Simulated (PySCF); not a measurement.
Bi(Me)2 (C₂H₆Bi), SMILES [CH3][Bi+][CH3] (connectivity only; charge and spin as stated), charge +1, multiplicity 1. Atoms are numbered in the order given.

```xyz
9

Bi     0.0000     0.0000     0.2899
C      1.6395    -0.0062    -1.2517
H      1.6697     1.0139    -1.6764
H      2.6046    -0.2497    -0.7893
H      1.3802    -0.7111    -2.0566
C     -1.6395     0.0062    -1.2517
H     -1.3802     0.7111    -2.0566
H     -1.6697    -1.0139    -1.6764
H     -2.6046     0.2497    -0.7893
```
Charge +1, spin multiplicity 1.

The structure is a stationary point at B3LYP-D3(BJ)/def2-SVP. The spin state was assumed, not searched. The isomer is the one that the SMILES or the coordinates give; other isomers of the formula were not compared. The def2 effective core potentials stand for the cores of Bi; spin–orbit coupling is left out.

These are CAM-B3LYP/def2-TZVPD (PySCF) values and carry that method's errors.

Symmetry labels are those of the subgroup C2 that the program uses (full group C2).

Computed valence orbital energies around the gap with their symmetry:
```json
[
 {"orbital": "HOMO−7", "symmetry": "B", "energy (eV)": "-25.60"},
 {"orbital": "HOMO−6", "symmetry": "A", "energy (eV)": "-22.81"},
 {"orbital": "HOMO−5", "symmetry": "A", "energy (eV)": "-18.13"},
 {"orbital": "HOMO−4", "symmetry": "B", "energy (eV)": "-18.00"},
 {"orbital": "HOMO−3", "symmetry": "B", "energy (eV)": "-17.72"},
 {"orbital": "HOMO−2", "symmetry": "A", "energy (eV)": "-17.61"},
 {"orbital": "HOMO−1", "symmetry": "B", "energy (eV)": "-14.91"},
 {"orbital": "HOMO", "symmetry": "A", "energy (eV)": "-14.15"},
 {"orbital": "LUMO", "symmetry": "B", "energy (eV)": "-8.37"},
 {"orbital": "LUMO+1", "symmetry": "B", "energy (eV)": "-4.43"},
 {"orbital": "LUMO+2", "symmetry": "A", "energy (eV)": "-3.82"},
 {"orbital": "LUMO+3", "symmetry": "A", "energy (eV)": "-3.35"}
]
```
